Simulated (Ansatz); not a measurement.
Consider the ligand exchange at a Zn–C bond: `[SiH3][CH2][ZnH]` + H–F → `[F][ZnH]` + `C[SiH3]`.

Program: Ansatz. Geometries: PBE0-D4/def2-TZVP. ΔE: electronic, gas phase. CCSD(T)/CBS adds triple-zeta CCSD(T) − MP2 to the extrapolated MP2 energy (def2 sets, frozen cores). This one scheme is used for every species. Functionals use def2-TZVPP. For Zn outer-core shells are correlated without core-valence functions, which leaves a few kJ/mol of doubt a bond. Scalar relativity is left out up to krypton.

Is it downhill or uphill in electronic energy at CCSD(T)/CBS, and by how much? (Estimate.)

The calculation gave: Downhill: ΔE = -21.6 kcal/mol.

What do these levels give: r2SCAN-D4, revPBE, CAM-B3LYP, HF/def2-SVP, MP2/def2-TZVPP, SCS-MP2/def2-TZVPP? (An estimate is asked.)

The calculation gave: r2SCAN-D4 -23.4, revPBE -23.2, CAM-B3LYP -25.6, HF/def2-SVP -27.0, MP2/def2-TZVPP -19.6, SCS-MP2/def2-TZVPP -21.8 kcal/mol.

What do rigid-rotor, harmonic-oscillator terms from PBE0-D4/def2-TZVP frequencies (298.15 K, 1 bar) make of the CCSD(T)/CBS value? (Best estimate.)

Ansatz gave: ΔZPE = +1.6 kcal/mol, ΔH = -20.6 kcal/mol, ΔS = -5 J/(mol·K), ΔG = -20.3 kcal/mol.

Largest T1 diagnostic among the species: 0.018.

From r2SCAN to r2SCAN0 (25 % exact exchange), in def2-TZVPP and without D4, ΔE moves by +1.0 kcal/mol. The D4 term adds +1.8 kcal/mol with B3LYP and +0.9 kcal/mol with PBE0; it sums over pairs of atoms, weighted by their polarisabilities, and B3LYP, whose exchange is more repulsive, gets the larger term.

B3LYP here is the variant with VWN-RPA as its local correlation; programs differ in this.
